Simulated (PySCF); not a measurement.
**MnI at PBEsol**

Level: PBEsol. PySCF, spin-free X2C with a Gaussian nucleus, basis sets Mn x2c-TZVPPall, I x2c-TZVPPall.

```
state                                           : ⁷Σ⁺ (septet), unpaired electrons σ ↑↑, π ↑↑, δ ↑↑
bond length                                     : 2.550 Å
harmonic wavenumber                             : 242 cm⁻¹
force constant                                  : 1.32 mdyn/Å
rotational constant Be                          : 0.06763 cm⁻¹
anharmonicity ωexe                              : 0.630 cm⁻¹
vibration–rotation constant αe                  : 0.000253 cm⁻¹
well depth De to Mn (3d5 4s2) + I               : 3.15 eV
dissociation energy D0                          : 3.14 eV
bond order (Mayer)                              : 1.27
dipole moment (positive dipole means Mn(−)I(+)) : -1.97 D
```

The metal atom is held in its measured ground configuration; semilocal functionals can put another filling of s and d lower by some tenths of an eV, and De to that atom would be smaller. These are scalar-relativistic numbers at best; spin–orbit coupling would shift them, the dissociation energy most. The state is the lowest single determinant that the PBE0 search found; with open d or f shells the true ground state can be another one.
